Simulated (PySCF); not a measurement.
Compound: 3-(trifluoromethyl)anisole, C₈H₇F₃O.
Cartesian coordinates in Å at the PBE0-D3(BJ)/def2-SVP level; atoms count from 1:
```xyz
19
C8H7F3O angstrom
C      2.9213   -0.6804   -0.1738
O      2.3123    0.5689    0.0042
C      0.9698    0.6356    0.0522
C      0.4189    1.9145    0.2328
C     -0.9552    2.0787    0.2989
C     -1.8125    0.9803    0.1858
C     -1.2618   -0.2823    0.0051
C     -2.1390   -1.4950   -0.1361
F     -1.8070   -2.4411    0.7516
F     -2.0161   -2.0482   -1.3497
F     -3.4304   -1.2127    0.0439
C      0.1233   -0.4684   -0.0623
H      2.6232   -1.1496   -1.1278
H      2.6843   -1.3729    0.6531
H      4.0039   -0.5029   -0.1888
H      1.1023    2.7611    0.3200
H     -1.3713    3.0785    0.4418
H     -2.8942    1.1042    0.2388
H      0.5211   -1.4740   -0.1986
```

Theory: PySCF 2.14.0, PBE0-D3(BJ)/def2-SVP geometry optimisation, gas phase.

Take the most abundant isotopes and a rigid rotor. The values belong to one conformer with, in the numbering `[CH3:1][O:2][c:3]1[cH:4][cH:5][cH:6][c:7]([C:8]([F:9])([F:10])[F:11])[cH:12]1`, C1–O2–C3–C4 180°.

(1) What are A, B and C (GHz)?

(2) What kind of rotor is it?

(3) Is it planar, by Δ = Ic − Ia − Ib?

(4) Where do the levels up to J = 3 lie, in MHz?

(5) Predict some low-J microwave lines.

## Answers

(1) Ia = 323.21, Ib = 802.93, Ic = 1035.24 u·Å²; 505379 MHz·u·Å²/I gives 1564, 629.4 and 488.2 MHz, that is A = 1.5636, B = 0.6294, C = 0.4882 GHz.

(2) An asymmetric top: κ = (2 × 629.4 − 1564 − 488.2)/(1564 − 488.2) = -0.74.

(3) Not planar: Δ = Ic − Ia − Ib = -90.90 u·Å². For a rigid frame Δ = −2 Σ m c², so Σ m c² = 45.45 u·Å² lies off the ab plane: 1.63 from hydrogen and 43.82 from heavier atoms. The atom farthest from that plane is 1.13 Å away.

(4) Above 0(0,0):
J = 1: 1(0,1) 1118, 1(1,1) 2052, 1(1,0) 2193
J = 2: 2(0,2) 3338, 2(1,2) 4146, 2(1,1) 4569, 2(2,1) 7372, 2(2,0) 7387
J = 3: 3(0,3) 6632, 3(1,3) 7278, 3(1,2) 8124, 3(2,2) 10725, 3(2,1) 10798, 3(3,1) 15758, 3(3,0) 15759
The levels of one J sum to (2J + 1)J(J + 1)(A + B + C)/3.

(5) The dipole components are |μa| = 2.26 D, |μb| = 0.24 D, |μc| = 0.02 D. The squared components, which scale the intensities, stand as 1.00 : 0.01 : 0.00 (a : b : c). Some lines, for components of 0.1 D or more:

| type | branch | J(Ka,Kc) | MHz | lower level (cm⁻¹) |
| --- | --- | --- | --- | --- |
| b | Q | 2(1,1) ← 2(0,2) | 1232 | 0.111 |
| a | Q | 5(1,4) ← 5(1,5) | 2092 | 0.554 |
| b | Q | 5(2,3) ← 5(1,4) | 2498 | 0.624 |
| b | Q | 3(2,1) ← 3(1,2) | 2674 | 0.271 |
| a | R | 4(2,2) ← 3(2,1) | 4598 | 0.360 |
| b | Q | 5(3,2) ← 5(2,3) | 4703 | 0.707 |
| b | R | 4(1,4) ← 3(0,3) | 4806 | 0.221 |
| b | R | 2(2,1) ← 1(1,0) | 5179 | 0.073 |
| b | R | 2(2,0) ← 1(1,1) | 5335 | 0.068 |
| a | R | 5(2,3) ← 4(2,2) | 5812 | 0.514 |
| a | R | 5(1,4) ← 4(1,3) | 5865 | 0.428 |
| b | R | 3(2,1) ← 2(1,2) | 6652 | 0.138 |
| b | R | 5(2,4) ← 4(1,3) | 7894 | 0.428 |
| b | Q | 5(5,1) ← 5(4,2) | 9013 | 1.097 |
| b | R | 4(3,2) ← 3(2,1) | 9457 | 0.360 |
| b | R | 4(4,1) ← 3(3,0) | 11506 | 0.526 |
| b | R | 5(4,2) ← 4(3,1) | 12624 | 0.676 |

No frequency check. Zero-point vibration and centrifugal distortion are left out. A rigid rotor knows nothing of internal rotation, which can split or shift real lines.
